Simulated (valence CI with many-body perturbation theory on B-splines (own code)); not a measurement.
## Mo XX: E2, M1 decay

Calculated by configuration interaction combined with many-body perturbation theory (CI+MBPT): five valence electrons over a frozen Dirac-Fock core [Ar], a basis of 7 s, 7 p, 8 d, 6 f, 4 g, 1 h functions for each j, with the one-electron correlation potential Σ1 (screened to all orders), the two-electron term Σ2, the three-electron term Σ3, Breit, model QED; selected single and double excitations, second order for the rest, scaled by the run's own slope (own B-spline code, finite nucleus).

No measured levels were compared; by estimate terms of the open shell hold to 2 to 4 % of their energy, and close levels can change places. Only levels of the ground parity were solved; by the run's estimate the other parity begins above the list, which can be wrong where configurations are misplaced.

Lines 1 to 50 of 120 in falling wavelength, among levels below 366630 cm⁻¹, chosen from the decays that carry over 1 % of a level's rate. Wavelengths and rates use the calculated energies, so an error of 3000 cm⁻¹ moves a line at 6244 Å by 19 % and its rate by three times that or more. Electric multipoles are in the length gauge, E1 and E2 with the static RPA response of the core. Weak lines are less certain than strong ones. Lines between different terms over intervals too small for the method are left out, as are lines whose strength nearly cancels. Intervals below about 3000 cm⁻¹, as at the head of this list, are uncertain by tens of per cent. Branching is blank where the lifetime is uncertain.

Names give the largest LS component (configuration and term), which can be under half, so a name can repeat, a term be missing and a line seem to break the LS rules; names also repeat where a configuration has a term twice. Letters in brackets count levels of one name in rising energy.

```
λ vac (Å)           Upper           Lower  Type   A (s⁻¹)  Branch %
    85010     3d⁵ ⁴G_11/2      3d⁵ ⁴G_7/2    E2  8.37e-12          
    34400      3d⁵ ⁴G_9/2     3d⁵ ⁴G_11/2    M1  7.77e-01      23.4
    24490      3d⁵ ⁴G_9/2      3d⁵ ⁴G_7/2    M1  2.55e+00      76.6
    12190      3d⁵ ⁴P_1/2      3d⁵ ⁴P_3/2    M1  2.72e+01     100.0
    11740     3d⁵ ²I_13/2     3d⁵ ²I_11/2    M1  6.16e+00      18.6
     9520  3d⁵ ²F_7/2 [c]  3d⁵ ²F_5/2 [b]    M1  1.28e+01       1.4
     8872      3d⁵ ⁴G_7/2  3d⁵ ⁴G_5/2 [a]    M1  3.25e+01      79.9
     7148      3d⁵ ⁴F_3/2      3d⁵ ⁴F_5/2    M1  7.58e+01       6.7
     6728  3d⁵ ⁴G_5/2 [b]  3d⁵ ⁴G_5/2 [a]    M1  1.27e+02      10.9
     6244      3d⁵ ⁴F_5/2  3d⁵ ²D_3/2 [a]    M1  3.97e+01       4.7
     6228      3d⁵ ⁴P_3/2  3d⁵ ⁴G_5/2 [a]    M1  5.47e+01       3.8
     5960      3d⁵ ⁴F_5/2  3d⁵ ²F_7/2 [a]    M1  1.20e+02      14.3
     5214      3d⁵ ²H_9/2  3d⁵ ²G_9/2 [a]    M1  8.98e+01       5.9
     5079      3d⁵ ⁴D_7/2      3d⁵ ⁴G_9/2    M1  3.77e+01      12.9
     4955      3d⁵ ⁴D_7/2  3d⁵ ⁴G_5/2 [b]    M1  9.80e+01      33.5
     4911     3d⁵ ²H_11/2      3d⁵ ²H_9/2    M1  4.53e+01          
     4432      3d⁵ ⁴D_1/2      3d⁵ ⁴P_1/2    M1  3.00e+02      62.1
     4431  3d⁵ ²G_9/2 [b]  3d⁵ ²F_7/2 [b]    M1  6.13e+01       6.6
     4398      3d⁵ ²H_9/2  3d⁵ ²F_7/2 [a]    M1  3.01e+01       2.0
     4234  3d⁵ ²F_7/2 [b]  3d⁵ ²G_9/2 [a]    M1  2.21e+01       1.4
     4217  3d⁵ ²F_7/2 [a]      3d⁵ ⁴D_5/2    M1  1.37e+01       4.5
     4207      3d⁵ ⁴D_7/2      3d⁵ ⁴G_7/2    M1  7.88e+01      26.9
     4026  3d⁵ ²F_5/2 [a]      3d⁵ ⁴D_5/2    M1  4.76e+01       1.5
     3839  3d⁵ ²F_7/2 [b]  3d⁵ ²F_5/2 [a]    M1  1.40e+02       8.9
     3709  3d⁵ ²F_7/2 [c]      3d⁵ ²H_9/2    M1  7.64e+01       8.4
     3703  3d⁵ ²G_9/2 [b]      3d⁵ ²H_9/2    M1  2.59e+02      27.6
     3680  3d⁵ ²F_7/2 [b]  3d⁵ ²F_7/2 [a]    M1  5.95e+01       3.8
     3572      3d⁵ ⁴D_5/2      3d⁵ ⁴P_3/2    M1  5.13e+01       5.0
     3333      3d⁵ ⁴F_3/2  3d⁵ ²D_3/2 [a]    M1  1.19e+02      10.5
     3313  3d⁵ ²G_7/2 [a]  3d⁵ ²G_9/2 [a]    M1  1.74e+02      16.7
     3250      3d⁵ ⁴D_1/2      3d⁵ ⁴P_3/2    M1  1.83e+02      37.8
     3066  3d⁵ ²G_7/2 [a]  3d⁵ ²F_5/2 [a]    M1  4.94e+01       4.7
     3051      3d⁵ ⁴D_5/2      3d⁵ ⁴G_7/2    M1  1.19e+02      11.6
     3038  3d⁵ ²F_7/2 [c]      3d⁵ ⁴F_5/2    M1  1.49e+02      16.4
     2963  3d⁵ ²G_7/2 [a]  3d⁵ ²F_7/2 [a]    M1  8.64e+01       8.3
     2955  3d⁵ ²F_5/2 [a]      3d⁵ ⁴D_7/2    M1  1.14e+02       3.5
     2926      3d⁵ ⁴F_5/2      3d⁵ ⁴D_3/2    M1  4.09e+01       4.9
     2915      3d⁵ ⁴D_3/2      3d⁵ ⁴P_3/2    M1  2.63e+02      22.5
     2854      3d⁵ ⁴D_7/2  3d⁵ ⁴G_5/2 [a]    M1  1.75e+01       6.0
     2817      3d⁵ ⁴D_3/2  3d⁵ ⁴G_5/2 [b]    M1  3.38e+01       2.9
     2789      3d⁵ ²H_9/2     3d⁵ ²I_11/2    M1  5.74e+01       3.8
     2757  3d⁵ ²G_9/2 [a]      3d⁵ ⁴D_7/2    M1  8.79e+01      21.9
     2627  3d⁵ ²F_5/2 [b]  3d⁵ ²F_5/2 [a]    M1  2.02e+02      14.3
     2602  3d⁵ ²F_5/2 [b]  3d⁵ ²D_3/2 [a]    M1  2.81e+02      19.9
     2551  3d⁵ ²F_5/2 [b]  3d⁵ ²F_7/2 [a]    M1  2.92e+01       2.1
     2545     3d⁵ ²I_11/2      3d⁵ ⁴G_9/2    M1  6.66e+01      20.1
     2529     3d⁵ ²H_11/2  3d⁵ ²G_9/2 [a]    M1  9.95e+01          
     2470      3d⁵ ⁴F_5/2      3d⁵ ⁴D_5/2    M1  2.73e+02      32.5
     2370     3d⁵ ²I_11/2     3d⁵ ⁴G_11/2    M1  2.65e+02      79.9
     2270      3d⁵ ⁴D_5/2  3d⁵ ⁴G_5/2 [a]    M1  7.53e+01       7.3
```
